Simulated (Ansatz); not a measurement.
Calculated with Ansatz (gas phase, PBE0-D4/def2-TZVP geometries, no zero-point term in ΔE). CCSD(T)/CBS is the MP2 limit (def2-TZVPP, def2-QZVPP) plus CCSD(T) − MP2 in def2-TZVPP, frozen cores. Functionals use def2-TZVPP. Elements past krypton have def2 core potentials. For As, Ga, In outer-core shells are correlated without core-valence functions, which leaves a few kJ/mol of doubt a bond. Scalar relativity is left out up to krypton.

Reaction (formal exchange of groups at the In–As bond): `[AsH2][InH2]` + `C=[CH][GaH2]` → `C=[C]([GaH2])[InH2]` + `[AsH3]`

```csv
species,LDA (SPW92) energy (Eh)
`[AsH2][InH2]`,-2424.75340
`C=[CH][GaH2]`,-2000.25781
`C=[C]([GaH2])[InH2]`,-2190.64004
`[AsH3]`,-2234.33683
```

(1) Work out ΔE.

Largest T1 diagnostic among the species: 0.014.

## Answers

(1) ΔE = (-2190.64004) + (-2234.33683) − (-2424.75340) − (-2000.25781) = 0.03434 Eh = +90.2 kJ/mol. CCSD(T)/CBS gives +86.2 kJ/mol.

In def2-TZVPP, CCSD(T) changes the Hartree–Fock value by −17.9 kJ/mol (the triples alone add −3.2 kJ/mol) and MP2 by −18.3 kJ/mol. The D4 term adds −5.3 kJ/mol with B3LYP and −2.9 kJ/mol with PBE0; it sums over pairs of atoms, weighted by their polarisabilities, and B3LYP, whose exchange is more repulsive, gets the larger term. From BLYP to BHLYP (50 % exact exchange), in def2-TZVPP and without D4, ΔE moves by +4.1 kJ/mol.

B3LYP here is the variant with VWN-RPA as its local correlation; programs differ in this.
